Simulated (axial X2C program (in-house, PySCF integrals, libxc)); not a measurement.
## Spin–orbit effects along a row: molecules with Mg, PBE0

Computed with an in-house all-electron X2C program for linear molecules (integrals from PySCF), spin-free (one-electron X2C) or two-component (2c: spin–orbit coupling with atomic mean-field Coulomb and Gaunt terms, which also bring small scalar terms), in Dyall basis sets with cores contracted in-house; open shells are unrestricted.

Basis sets: I dyall-cv3z, In dyall-cv3z, Mg dyall-cv3z, Mo dyall-cv3z, Pd dyall-cv3z, Ru dyall-cv3z, Sn dyall-cv3z, Sr dyall-cv3z, Tc dyall-cv3z, Te dyall-cv3z.

```tsv
molecule	spin-free state	Re (Å)	ωe (cm⁻¹)	De (eV)	2c state	Re 2c (Å)	ωe 2c (cm⁻¹)	De 2c (eV)
MgSr	M_S = 0, Λ = 0	4.076	72.0	0.14	Ω = 0	4.076	72.0	0.14
MgMo	M_S = 3, Λ = 0	2.975	158.9	0.43	Ω = 3	2.976	158.7	0.43
MgTc	M_S = 5/2, Λ = 1	2.751	209.9	0.68	Ω = 7/2	2.752	208.9	0.72
MgRu	M_S = 2, Λ = 0	2.621	233.5	0.90	Ω = 2	2.622	233.0	n/a
MgPd	M_S = 0, Λ = 0	2.345	299.0	1.42	Ω = 0	2.344	298.7	1.42
MgIn	M_S = 1/2, Λ = 1	3.006	153.0	0.39	Ω = 1/2	3.032	143.0	n/a
MgSn	M_S = 1, Λ = 0	2.765	221.4	0.94	Ω = 1	2.770	218.9	n/a
MgTe	M_S = 0, Λ = 0	2.452	368.0	1.54	Ω = 0	2.478	339.3	1.36
MgI	M_S = 1/2, Λ = 0	2.586	309.7	2.33	Ω = 1/2	2.591	306.7	2.07
```

Each entry is the lowest single determinant of a limited PBE0 search at one distance. De goes to single-determinant-based atoms at the same level (for ions the charge split of lowest energy) and is withheld (n/a) where an atom does not fit its ground term or J level. Main or longest-lived isotopes. One determinant is a doubtful description, or other states lie close, for MgMo, MgTc, MgRu, MgIn, MgSn, MgTe; these need not be ground states, and all values refer to the states named. Some open-shell Ω = 0 determinants are out of reach, so the Ω given for MgMo, MgRu, MgSn need not be the lowest component. With several unpaired electrons the Ω given is that of one determinant, not necessarily of the lowest component. The functionals have no current term, which raises determinants with orbital currents. Where the atoms have a lower orbital projection than the molecule, De at mean-field level may be about a tenth of an eV too small.
